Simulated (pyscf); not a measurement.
**`[Cl][GeH2]`, doublet**

Gas-phase minimum from PySCF at ωB97X-D3(BJ)/def2-SVP, one conformer. 

```
Ge
H 1 1.5447
H 1 1.5447 2 111.80
Cl 1 2.1621 2 107.06 3 -116.95
```
Charge 0, spin multiplicity 2.

Properties at ωB97X-D3(BJ)/def2-SVP:

```yaml
harmonic_wavenumbers_unscaled: 435, 610, 688, 853, 2112, 2150 cm⁻¹
zero_point_energy: 9.8 kcal/mol
rotational_symmetry_number: 1
Entropy of this conformer at 298 K and 1 atm, rigid rotor and harmonic oscillator, modes under 100 cm⁻¹ raised to 100: 274.7 J/(mol K)
dipole_moment: 1.87 D
Spin expectation value S2: 0.752
```

Single-point totals, which compare only within one level (frozen core for MP2 and CC):

```tsv
level	total energy (hartree)
ωB97X-D3(BJ)/def2-TZVP	-2538.37204
PBE/def2-TZVP	-2537.90469
r²SCAN/def2-TZVP	-2538.37287
B3LYP-D3(BJ)/def2-TZVP	-2538.48106
PBE0-D3(BJ)/def2-TZVP	-2537.99958
M06-2X/def2-TZVP	-2538.39908
ωB97M-D3(BJ)/def2-TZVP	-2538.48056
UHF/def2-TZVPP	-2536.05287
MP2/def2-TZVPP	-2536.47842
CCSD/def2-TZVPP	-2536.50406
CCSD(T)/def2-TZVPP	-2536.52121
```

The CCSD(T) − MP2 part came from Ansatz, without density fitting, on the same reference. The frozen core leaves the outer d or s,p core shells of the metals and heavy elements correlated in the MP2 and CC values, and def2-TZVPP describes them poorly, so these totals are far from the basis limit. Elements up to Kr have no core potential and no relativistic terms here.
